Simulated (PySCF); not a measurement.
## First hyperpolarisability: p-cymene, C$_{10}$H$_{14}$

Molfile (atoms numbered from 1):
```
C10H14
     RDKit          3D

 24 24  0  0  0  0  0  0  0  0999 V2000
    3.6733    0.1597   -0.4242 C   0  0  0  0  0  0  0  0  0  0  0  0
    2.1790    0.1456   -0.2758 C   0  0  0  0  0  0  0  0  0  0  0  0
    1.3419   -0.1290   -1.3643 C   0  0  0  0  0  0  0  0  0  0  0  0
   -0.0433   -0.1115   -1.2340 C   0  0  0  0  0  0  0  0  0  0  0  0
   -0.6520    0.1795   -0.0068 C   0  0  0  0  0  0  0  0  0  0  0  0
   -2.1588    0.1974    0.1429 C   0  0  0  0  0  0  0  0  0  0  0  0
   -2.7990    1.2805   -0.7251 C   0  0  0  0  0  0  0  0  0  0  0  0
   -2.7710   -1.1749   -0.1366 C   0  0  0  0  0  0  0  0  0  0  0  0
    0.1831    0.4498    1.0805 C   0  0  0  0  0  0  0  0  0  0  0  0
    1.5706    0.4324    0.9496 C   0  0  0  0  0  0  0  0  0  0  0  0
    4.0082   -0.5403   -1.2036 H   0  0  0  0  0  0  0  0  0  0  0  0
    4.0337    1.1623   -0.7100 H   0  0  0  0  0  0  0  0  0  0  0  0
    4.1755   -0.1105    0.5161 H   0  0  0  0  0  0  0  0  0  0  0  0
    1.7867   -0.3639   -2.3356 H   0  0  0  0  0  0  0  0  0  0  0  0
   -0.6615   -0.3336   -2.1082 H   0  0  0  0  0  0  0  0  0  0  0  0
   -2.3697    0.4475    1.1969 H   0  0  0  0  0  0  0  0  0  0  0  0
   -2.6379    1.0792   -1.7963 H   0  0  0  0  0  0  0  0  0  0  0  0
   -2.3738    2.2710   -0.5052 H   0  0  0  0  0  0  0  0  0  0  0  0
   -3.8864    1.3275   -0.5564 H   0  0  0  0  0  0  0  0  0  0  0  0
   -2.6102   -1.4771   -1.1838 H   0  0  0  0  0  0  0  0  0  0  0  0
   -3.8577   -1.1641    0.0421 H   0  0  0  0  0  0  0  0  0  0  0  0
   -2.3247   -1.9490    0.5052 H   0  0  0  0  0  0  0  0  0  0  0  0
   -0.2634    0.6754    2.0534 H   0  0  0  0  0  0  0  0  0  0  0  0
    2.1949    0.6447    1.8222 H   0  0  0  0  0  0  0  0  0  0  0  0
  1  2  1  0
  2  3  1  0
  3  4  2  0
  4  5  1  0
  5  6  1  0
  6  7  1  0
  6  8  1  0
  5  9  2  0
  9 10  1  0
 10  2  2  0
  1 11  1  0
  1 12  1  0
  1 13  1  0
  3 14  1  0
  4 15  1  0
  6 16  1  0
  7 17  1  0
  7 18  1  0
  7 19  1  0
  8 20  1  0
  8 21  1  0
  8 22  1  0
  9 23  1  0
 10 24  1  0
M  END
```

The calculation used quadratic response CAM-B3LYP/def2-SVPD first hyperpolarisability, Taylor convention, gas phase in PySCF. Geometry: PBE0-D3(BJ)/def2-SVP.

Q: What is the first hyperpolarisability, and how does it disperse?

A: In au, Taylor convention; the vector part is βᵢ = ⅓ Σⱼ (βᵢⱼⱼ + βⱼᵢⱼ + βⱼⱼᵢ); β∥ is 3/5 of the vector part along the dipole, the dipole points from − to +:
```
                   process  λ (nm)  β vector norm    β∥  β HRS  depolarisation ratio
           static β(0;0,0)       ∞           32.3  10.7   17.2                  2.86
second harmonic β(−2ω;ω,ω)    1907           33.6  11.1   17.8                  2.87
         Pockels β(−ω;ω,0)    1907           32.7  10.8      –                     –
second harmonic β(−2ω;ω,ω)    1064           36.8  11.8   19.2                  2.88
         Pockels β(−ω;ω,0)    1064           33.7  11.1      –                     –
```

Q: Which lowest excitations, dipole and polarisabilities go with it?

A: S1 5.29 eV (f = 0.006); S2 5.96 eV (f = 0.064); S3 6.68 eV (f = 0.002); dipole 0.06 D; isotropic α 118.5 au static, 118.9 au at 1907 nm, 119.8 au at 1064 nm, 120.1 au at 953.5 nm, 123.9 au at 532 nm.
